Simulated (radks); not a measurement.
Values are calculated unless marked as measured or tabulated.
Neutral erbium inside a hard spherical wall (all orbitals vanish at R), configuration held at [Xe] 4f12 6s2 and not refilled when levels cross. Code: a radial shooting solver on a logarithmic mesh with Libxc functionals. Model: scalar-relativistic Kohn-Sham, PBE, spin-polarised, spherical densities, finite nucleus; open shells are filled with parallel spins first (spin-orbit coupling, left out, can overturn this in heavy ions); Fermi nuclear charge, rms radius 5.2516 fm. Eigenvalues in eV for spin up, with the zero of energy where the potential of the charges vanishes at infinity; a dash marks a level that is unbound or too diffuse for the functional's potential to be trusted. A positive occupied level is held by the wall or, in an anion where self-interaction has pushed it up, behind a barrier. The pressure on the wall is -dE/dV.

R (bohr)  E (hartree)  kinetic (hartree)    e(5s)    e(5p)   e(6s)   e(4f)  e(6p, empty)  e(5d, empty)  pressure (GPa)
free      -13085.0621          14183.528  -52.257  -26.678  -3.857  -3.854             -             -               0
15        -13085.0621          14183.528  -52.255  -26.676  -3.856  -3.852        -1.125        -0.965        0.000154
12        -13085.0618          14183.531  -52.227  -26.648  -3.834  -3.824        -1.039        -0.929         0.00506
10        -13085.0599          14183.548  -52.107  -26.529  -3.739  -3.707        -0.790        -0.801          0.0511
8         -13085.0469          14183.631  -51.629  -26.058  -3.307  -3.239         0.074        -0.317           0.525
6         -13084.9618          14184.024  -50.066  -24.540  -1.388  -1.688         3.337         1.357            6.23
4         -13084.2637          14186.655  -44.840  -19.605   9.733   3.892        19.709         8.070             139
3.5       -13083.5610          14189.304  -41.487  -16.349  19.128   7.767        32.287        12.845             385
3         -13081.9716          14195.250  -35.562  -10.233  37.820  14.894        55.777        21.735            1250
2.5       -13077.8921          14209.853  -23.807    2.878  78.497  28.990        103.74        40.206            4890
2         -13065.6923          14250.168    4.387   36.006  177.34  59.055        214.09        84.564           24600
